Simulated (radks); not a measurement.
Q: Coherent X-ray form factor from a spherical all-electron density. Calculated with a radial shooting solver on a logarithmic mesh with Libxc functionals: Dirac Kohn-Sham, PBE, spin-unpolarised, spherical densities, point nucleus.

sin(theta)/lambda (1/angstrom)  f0 (electrons)
0.05                                    71.761
0.1                                     68.764
0.15                                    65.179
0.2                                     61.584
0.25                                    58.096
0.3                                     54.721
0.4                                     48.419
0.5                                     42.899
0.6                                     38.178
0.8                                     30.644
1                                       25.048
1.25                                    20.252
1.5                                     17.252
2                                       13.674

The species is in the configuration that NIST lists as its ground one. Which atom or ion scatters so?

A: Neutral tantalum, [Xe] 4f14 5d3 6s2. Extrapolating in s^2 from the first two rows gives f0(0) = 72.8, near the electron count 73; among species with that count, the fall with angle is slower the higher Z, and the table is that of Z = 73; from so few rows the species is fixed only to a neighbour or two.
